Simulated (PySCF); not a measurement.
**Electron correlation in Kr²⁺ (krypton, charge +2)**

[Ar] 3d10 4s2 4p4, high-spin 3P determinant. All numbers are calculated (PySCF 2.14, no relativity, point nucleus, in 6-31G*). Frozen: [Ar] 3d10; 6 electrons correlated.

MP2 pair energies summed by pair of shells (mhartree):

| pair | energy | share (%) |
| --- | --- | --- |
| 4p-4p | -36.88 | 50.3 |
| 4s-4p | -31.33 | 42.7 |
| 4s-4s | -5.09 | 6.9 |

Total MP2 correlation energy: -73.31 mhartree.

Same-spin part -18.03 and opposite-spin part -55.28 mhartree; SCS-MP2 scales them by 1/3 and 6/5 to -72.34 mhartree.

| level | correlation energy (mhartree) |
| --- | --- |
| CCSD | -89.13 |
| (T) | -0.86 |
| CCSD(T) | -89.99 |

Diagnostics: T1 = 0.0057, D1 = 0.0193, largest double amplitude 0.053.

Cost of the coupled-cluster step: 0.23 s of wall time on 1 thread of Neoverse-N1 (shared host), for 6 correlated electrons.

Iterations:

```
CC2 = 0
CCSD nocc = (np.int64(4), np.int64(2)), nmo = (18, 18)
frozen orbitals [[0, 1, 2, 3, 4, 5, 6, 7, 8, 9, 10, 11, 12, 13], [0, 1, 2, 3, 4, 5, 6, 7, 8, 9, 10, 11, 12, 13]]
max_cycle = 100
direct = 0
conv_tol = 1e-08
conv_tol_normt = 1e-06
diis_space = 8
diis_start_cycle = 0
Init t2, MP2 energy = -0.0733071602296664
Init E_corr(UCCSD) = -0.073307160231788
cycle = 1  E_corr(UCCSD) = -0.0855430294598758  dE = -0.0122358692  norm(t1,t2) = 0.0328019
cycle = 2  E_corr(UCCSD) = -0.0880778025262477  dE = -0.00253477307  norm(t1,t2) = 0.0100978
cycle = 3  E_corr(UCCSD) = -0.0891495216651507  dE = -0.00107171914  norm(t1,t2) = 0.00368572
cycle = 4  E_corr(UCCSD) = -0.0891313723636695  dE = 1.81493015e-05  norm(t1,t2) = 0.000319075
cycle = 5  E_corr(UCCSD) = -0.0891344608082885  dE = -3.08844462e-06  norm(t1,t2) = 5.65191e-05
cycle = 6  E_corr(UCCSD) = -0.0891341532208221  dE = 3.07587466e-07  norm(t1,t2) = 9.16428e-06
cycle = 7  E_corr(UCCSD) = -0.0891342218336831  dE = -6.8612861e-08  norm(t1,t2) = 1.7638e-06
cycle = 8  E_corr(UCCSD) = -0.0891341906401938  dE = 3.11934892e-08  norm(t1,t2) = 2.48095e-07
cycle = 9  E_corr(UCCSD) = -0.0891341948344993  dE = -4.19430547e-09  norm(t1,t2) = 4.23385e-08
UCCSD converged
E(UCCSD) = -2750.429890038304  E_corr = -0.0891341948344993
UCCSD(T) correction = -0.000858097130739578
```
